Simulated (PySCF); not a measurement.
CH3, SMILES [CH3+], charge +1. Geometry optimised at ωB97X-D3(BJ)/def2-TZVPD.

TDA-LC-ωPBE/def2-TZVPD (PySCF) puts the lowest singlet excitations at 5.92, 5.92, 15.16, 15.16, 15.40, 16.50 eV and the lowest triplet (TDA) at 4.61 eV.

Task: What are the lowest singlet roots from EOM-CCSD/aug-cc-pVDZ (PySCF 2.14.0)? (An estimate is asked for; the answer gives what the named calculation found.)

Result: 6.14, 6.14, 15.28, 15.28, 15.61, 15.61 eV; triplets 5.12, 5.12, 11.93 eV. S1 differs by 0.22 eV (second minus first; roots are paired by order, and the bases may differ).
